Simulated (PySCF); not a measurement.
Species: ClH₅OSi₂.
SMILES: `[SiH3]O[SiH2]Cl`

Torsions of this conformer, `[SiH3:1][O:2][SiH2:3][Cl:4]`: Si1–O2–Si3–Cl4 10°.

The closed-shell ground state was solved at several levels (PySCF, density fitting, gas phase, non-relativistic). Geometry: PBE0-D3(BJ)/def2-SVP, one conformer, isolated molecule.

| level | basis functions | total energy (Eh) | HOMO (eV) | LUMO (eV) | gap (eV) | dipole (D) |
| --- | --- | --- | --- | --- | --- | --- |
| BLYP/pcSseg-2 | 235 | -1117.6153 | -7.32 | -0.99 | 6.33 | 0.93 |
| PBE0/6-31G* | 78 | -1116.9898 | -8.69 | 0.14 | 8.83 | 1.23 |
| wB97X-D/pcSseg-2 | 235 | -1117.6036 | -10.69 | 1.46 | 12.15 | 1.01 |
| PBE0/pcSseg-0 | 58 | -1115.6276 | -8.73 | 0.16 | 8.89 | 1.50 |
| OPBE/pcSseg-2 | 235 | -1117.4697 | -7.40 | -0.93 | 6.47 | 0.97 |
| B3LYP/6-31G* | 78 | -1117.5283 | -8.42 | -0.01 | 8.41 | 1.20 |

**Question.** What might PBE0/aug-cc-pVDZ (149 basis functions) give for the same quantities?

**Answer.** Total energy -1117.0568 Eh, HOMO -8.70 eV, LUMO -0.42 eV, gap 8.28 eV, dipole 1.01 D.

**Question.** Over all these levels, which gives the widest orbital gap and which the narrowest?

**Answer.** wB97X-D/pcSseg-2 (range-separated hybrid) has the widest, 12.15 eV, and BLYP/pcSseg-2 (GGA) the narrowest, 6.33 eV. The two share the basis. From the narrowest to the widest the HOMO moves by -3.37 eV and the LUMO by +2.45 eV.

**Question.** How much does the basis alone move the frontier levels among the 3 PBE0 rows (the withheld one included)?

**Answer.** The HOMO by 0.04 eV and the LUMO by 0.58 eV. By rising basis size (HOMO, LUMO in eV): pcSseg-0 -8.73, 0.16; 6-31G* -8.69, 0.14; aug-cc-pVDZ -8.70, -0.42.

**Question.** How far do the dipole and the HOMO energy spread over the levels?

**Answer.** The dipole runs from 0.93 to 1.50 D (mean 1.12 D) and the HOMO from -10.69 to -7.32 eV.

wB97X-D is run here without its empirical dispersion term; that term would change no orbital, density or response property at a fixed geometry.
